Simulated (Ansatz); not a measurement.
```yaml
crystal:
  periodic: [false, false, false]
  atoms:
    - {symbol: Cl, position_ang: [0.829210, 1.381044, 3.281761]}
    - {symbol: C, position_ang: [1.742772, -1.388124, 1.485846]}
    - {symbol: Si, position_ang: [-0.642402, -1.564881, -1.227745]}
    - {symbol: Ga, position_ang: [-1.563383, 2.901025, -1.088621]}
    - {symbol: H, position_ang: [1.748742, -2.963375, 2.809143]}
    - {symbol: H, position_ang: [3.665103, -1.033378, 0.840874]}
    - {symbol: H, position_ang: [0.620280, -2.758705, -3.446291]}
    - {symbol: H, position_ang: [-2.716096, -3.288860, -0.416066]}
    - {symbol: H, position_ang: [-4.166937, 3.928033, -0.109189]}
    - {symbol: H, position_ang: [0.482711, 4.787222, -2.129711]}
basis:
  gaussian: {orbitals: def2-TZVPP}
hamiltonian: {xc: {name: wPBEh}}
output: {forces: true}
```

```sh
$ ansatz run in.yaml --threads 4 --pin off --events-out ev --progress --plain --max-ram 10444MiB
```

Output, abridged:

```
Functional definition: wPBEh
1563 factors; their error is unknown
132 factors; integrals over basis functions are off by at most 2.3e-6 eV
mean field evaluation 1: about -73861.7037 eV, gradient 4.0e1 eV
mean field evaluation 2: about -73559.7057 eV, gradient 1.5e2 eV
mean field evaluation 4: about -73827.5656 eV, gradient 6.2e1 eV
mean field evaluation 8: about -73870.7865 eV, gradient 7.6e-1 eV
mean field evaluation 16: about -73871.0428 eV, gradient 2.3e-4 eV
mean field -73871.04276814 eV, -2714.7107501381 hartree, gradient 2.3e-6 eV, S^2 0.000000; 8 other end points of the search recorded, 0 dependent functions left out
reference -73871.04283651 eV, -2714.7107526505 hartree; 37, 37 occupied and 210, 210 virtual orbitals, 1563 factors
Total energy: -73871.04283651 eV, -2714.7107526505 hartree
Atom 0 at     0.829210     1.381044     3.281761 Å, force     0.124646    -0.525093    -0.496993 eV/Å
Atom 1 at     1.742772    -1.388124     1.485846 Å, force     2.221365    -1.398006     0.762480 eV/Å
Atom 2 at    -0.642402    -1.564881    -1.227745 Å, force    -0.380392    -1.769855    -0.618547 eV/Å
Atom 3 at    -1.563383     2.901025    -1.088621 Å, force    -0.094816     0.976765     0.169594 eV/Å
Atom 4 at     1.748742    -2.963375     2.809143 Å, force     0.227270     2.518014    -1.989022 eV/Å
Atom 5 at     3.665103    -1.033378     0.840874 Å, force    -2.893474    -0.634653     1.227133 eV/Å
Atom 6 at     0.620280    -2.758705    -3.446291 Å, force    -0.888822     0.775277     1.565809 eV/Å
Atom 7 at    -2.716096    -3.288860    -0.416066 Å, force     1.481225     1.165287    -0.602502 eV/Å
Atom 8 at    -4.166937     3.928033    -0.109189 Å, force     0.886317    -0.412849    -0.349145 eV/Å
Atom 9 at     0.482711     4.787222    -2.129711 Å, force    -0.683319    -0.694888     0.331193 eV/Å
Dipole moment:    -0.632064     0.168532    -1.460628 e Å
```

Q: Something in this input is off. What?

A: The coordinates are in bohr but typed as ångström. The run converged. The result belongs to that input, not to the molecule as meant.
